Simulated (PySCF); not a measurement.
# Excited states of Tl(3+) (thallium, charge +3)

Ground state [Xe] 4f14 5d10, ¹S. Computed with PySCF 2.14 in x2c-SVPall with two added diffuse shells each of s, p type (9s9p4d2f, 70 functions), with scalar relativity by spin-free X2C-1e. Vertical excitation energies in eV without spin-orbit coupling; excited terms of each kind are numbered among those the solver found. Frozen: [Xe] 4f14.

```tsv
term	leading excitation	EOM-EE-CCSD
1 3D	5d → s	10.953
1 1D	5d → s	11.828
1 3P°	5d → p	21.315
1 3F°	5d → p	21.840
1 1F°	5d → p	22.247
1 1D°	5d → p	22.692
1 3D°	5d → p	22.745
1 1P°	5d → p	23.047
2 3D	5d → s	33.269
2 1D	5d → s	33.412
```

The spin-orbit splitting of the hole, absent here, rivals or exceeds the spacing of these terms, so the LS terms are model states.

The solver can miss terms.
